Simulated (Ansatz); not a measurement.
Consider the ligand exchange at a B–O bond: `B[O][GeH2][F]` + `[OH][Al]([Cl])[Cl]` → `B[O][Al]([Cl])[Cl]` + `[OH][GeH2][F]`.

Isolated molecules relaxed with PBE0-D4/def2-TZVP in Ansatz; ΔE leaves out vibrations. CBS: MP2 limit from def2 TZ/QZ plus the TZ coupled-cluster correction, frozen cores. Functionals use def2-TZVPP. B3LYP here is the variant with VWN-RPA as its local correlation; programs differ in this. HSE06 is defined as in plane-wave codes. For Ge outer-core shells are correlated without core-valence functions, which leaves a few kJ/mol of doubt a bond. Scalar relativity is left out up to krypton. One conformer a species, not always the lowest.

| level | ΔE (kcal/mol) | difference from CCSD(T)/CBS |
| --- | --- | --- |
| LDA (SPW92) | 0.8 | 0.3 |
| PBE-D4 | 0.6 | 0.1 |
| revPBE-D4 | 0.7 | 0.2 |
| BLYP-D4 | 0.3 | -0.2 |
| r2SCAN-D4 | 0.2 | -0.3 |
| B97M-V | 0.0 | -0.5 |
| PBE0-D4 | 0.2 | -0.3 |
| BHLYP-D4 | -0.5 | -1.0 |
| CAM-B3LYP-D4 | -0.2 | -0.7 |
| ωB97X-V | 0.3 | -0.2 |
| ωB97M-V | 0.5 | 0.0 |
| B2PLYP | 0.2 | -0.3 |
| PBE-QIDH | 0.3 | -0.2 |
| PBE | 0.5 | 0.0 |
| revPBE | 0.3 | -0.2 |
| BLYP | 0.0 | -0.5 |
| r2SCAN | 0.3 | -0.2 |
| PBE0 | 0.1 | -0.4 |
| B3LYP | -0.3 | -0.8 |
| r2SCANh | 0.1 | -0.4 |
| r2SCAN0 | 0.0 | -0.5 |
| HSE06 | 0.1 | -0.4 |
| BHLYP | -0.7 | -1.2 |
| CAM-B3LYP | -0.2 | -0.7 |
| LC-ωPBE | 0.1 | -0.4 |
| RPA@PBE/def2-TZVPP | 1.1 | 0.6 |
| HF/def2-SVP | -2.6 | -3.1 |
| MP2/def2-SVP | -0.3 | -0.8 |
| CCSD/def2-SVP | -0.8 | -1.3 |
| CCSD(T)/def2-SVP | -0.5 | -1.0 |
| HF/def2-TZVPP | -1.4 | -1.9 |
| SCS-MP2/def2-TZVPP | 0.6 | 0.1 |
| CCSD/def2-TZVPP | 0.5 | 0.0 |
| CCSD(T)/def2-TZVPP | 0.8 | 0.3 |
| HF/def2-QZVPP | -1.4 | -1.9 |
| MP2/def2-QZVPP | 0.7 | 0.2 |
| SCS-MP2/def2-QZVPP | 0.4 | -0.1 |
| HF/CBS(def2) | -1.4 | -1.9 |
| MP2/CBS(def2) | 0.6 | 0.1 |
| CCSD/CBS(def2) | 0.1 | -0.4 |
| CCSD(T)/CBS | 0.5 | 0 |

Largest T1 diagnostic among the species: 0.013.

Leaving LDA and LC-ωPBE aside and taking each functional with its dispersion term where it has one, the values spread over 1.3 kcal/mol, from BHLYP-D4 to revPBE-D4. In def2-TZVPP, CCSD(T) changes the Hartree–Fock value by +2.2 kcal/mol (the triples alone add +0.4 kcal/mol) and MP2 by +2.3 kcal/mol.
